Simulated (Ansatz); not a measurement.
```yaml
crystal:
  periodic: [false, false, false]
  atoms:
    - {symbol: F, position_ang: [-1.583350, -3.240555, 1.610472]}
    - {symbol: Cd, position_ang: [-1.054806, -1.706418, 0.578048]}
    - {symbol: O, position_ang: [-0.594360, -0.175740, -0.528839]}
    - {symbol: Si, position_ang: [0.535186, 0.993531, -0.433550]}
    - {symbol: H, position_ang: [1.917812, 0.436444, -0.512017]}
    - {symbol: H, position_ang: [0.441136, 1.752764, 0.848615]}
    - {symbol: H, position_ang: [0.338372, 1.939975, -1.562739]}
basis:
  gaussian: {orbitals: ANO-RCC-VTZP}
hamiltonian: {xc: {name: wB97}}
smearing: {width: 0.1}
```

```sh
$ ansatz run in.yaml --threads 4 --pin off --events-out ev --progress --plain --max-ram 10444MiB
```

It prints (some lines left out):

```
Error: YAML parse error: error: line 14 column 1: unknown field `smearing`, expected one of crystal, accuracy, basis, kpoints, hamiltonian, magnetization, projection, total_charge, correlation, batch, efield, external_charges, scf, relax, neb, saddle, md, ramp, phonons, dielectric, real_time, elastic, magnetic_configurations, gw, evaluate, workflow, output, checkpoint, execution
12 |   gaussian: {orbitals: ANO-RCC-VTZP}
13 | hamiltonian: {xc: {name: wB97}}
14 | smearing: {width: 0.1}
```

**Question.** Something in this input is off. What?

**Answer.** The input holds a key that doesn't belong there. The input was rejected before any iteration.
